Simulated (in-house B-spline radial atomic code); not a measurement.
Results of a calculation; reference values are marked as such.
Br ion on Hf atom: potential, deflection and energy transfer

The pair potential comes from two frozen, spherical free-atom densities (PBE, B-spline radial code, scalar-relativistic past argon): electrostatics plus the change in Thomas-Fermi kinetic and Dirac exchange energy where they overlap, the recipe behind the universal ZBL potential, which averages such potentials (from solid-state densities) over many pairs. It is written V = (Z1 Z2 e²/r) φ(r/a), with e² = 14.3996 eV·Å and a = 0.46850 Å/(Z1^0.23 + Z2^0.23); ZBL's fit is φ = 0.18175 e^(−3.1998x) + 0.50986 e^(−0.94229x) + 0.28022 e^(−0.4029x) + 0.02817 e^(−0.20162x). Where φ falls below 4e-4 it is continued as an exponential.

Masses 79.9 and 178.49 u.

```json
{"x = r/a": "0.1", "φ, this pair": "0.8836", "φ, ZBL": "0.8928"}
{"x = r/a": "0.5", "φ, this pair": "0.605", "φ, ZBL": "0.6096"}
{"x = r/a": "1.5", "φ, this pair": "0.2954", "φ, ZBL": "0.2995"}
{"x = r/a": "3", "φ, this pair": "0.1264", "φ, ZBL": "0.1292"}
{"x = r/a": "5", "φ, this pair": "0.04985", "φ, ZBL": "0.05224"}
{"x = r/a": "8", "φ, this pair": "0.01565", "φ, ZBL": "0.01705"}
{"x = r/a": "12", "φ, this pair": "0.004618", "φ, ZBL": "0.00474"}
{"x = r/a": "17", "φ, this pair": "0.001256", "φ, ZBL": "0.001212"}
```

Q: At x = 1 the electrostatic, kinetic and exchange parts are 108883.64, 50111.4 and -1203.35 eV. Find r, V and φ.

A: a = 0.46850/(2.2654 + 2.6742) = 0.09485 Å, so r = 0.09485 Å. V = 108883.64 + 50111.4 + (-1203.35) = 157791.69 eV. The bare repulsion is 35 × 72 × 14.3996/0.09485 = 382580 eV, so φ = 0.4124, -1.0 % against ZBL's 0.4164. The kinetic (Pauli) term is 32 % of V here.

Q: The ion comes in at 553.8 keV with impact parameter 0.1897 Å. The scattering integral gives a centre-of-mass angle of 9.756° and a closest approach of 2.105 a. What are the reduced energy, the energy passed on and the laboratory angles?

A: ε = E a M2/(Z1 Z2 e² (M1 + M2)) = 553800 × 1.8056e-06 = 1. The most that one collision can pass on is γE with γ = 4 M1 M2/(M1 + M2)² = 0.8544. Here T = γE sin²(θ/2) = 0.8544 × 553800 × 0.00723 = 3422 eV. The ion turns by arctan(sin θ/(cos θ + M1/M2)) = 6.7°, and the struck atom leaves at (180° − θ)/2 = 85.1°. The closest approach is 0.200 Å. With ZBL the angle would be 9.88° and T = 3508 eV.
